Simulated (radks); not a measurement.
Spherical quantum dot in the effective-mass picture: electrons in a hard-walled sphere of radius 3.19, with a point charge +1 (a donor) at the centre, all in effective atomic units (hartree* = m*/eps^2 hartree, bohr* = eps/m* bohr), one dielectric constant everywhere. Calculated with a radial shooting solver with Libxc functionals: non-relativistic Kohn-Sham, exchange-only LDA, spin-polarised, spherical densities. Levels are named by radial order and angular momentum (1s, 1p, 1d, 2s, ...), and open shells are averaged over m. Results are scaled to m* = 0.088 and eps = 16.9, for which hartree* = 8.384 meV and bohr* = 10.16 nm.

N = 16, configuration 1s2 1p6 1d(up 5, down 3). This is the lowest configuration that the search found. Occupied and some empty levels:

level    occupation  eigenvalue (meV)  <r> (nm)
1s up             1            54.668     18.66
1s down           1            54.980     18.48
1p up             3            57.806     21.42
1p down           3            58.183     21.38
1d up             5            62.050     22.60
1d down           3            62.444     22.58
2s up             0            64.373     13.88
2s down           0            64.520     13.99
1f up             0            67.553     23.43
1f down           0            67.954     23.42
2p up             0            74.713     16.57
2p down           0            74.933     16.55

Energy (meV): total 515.472, kinetic 180.47, external -68.488, Hartree 457.84, exchange-correlation -54.344.
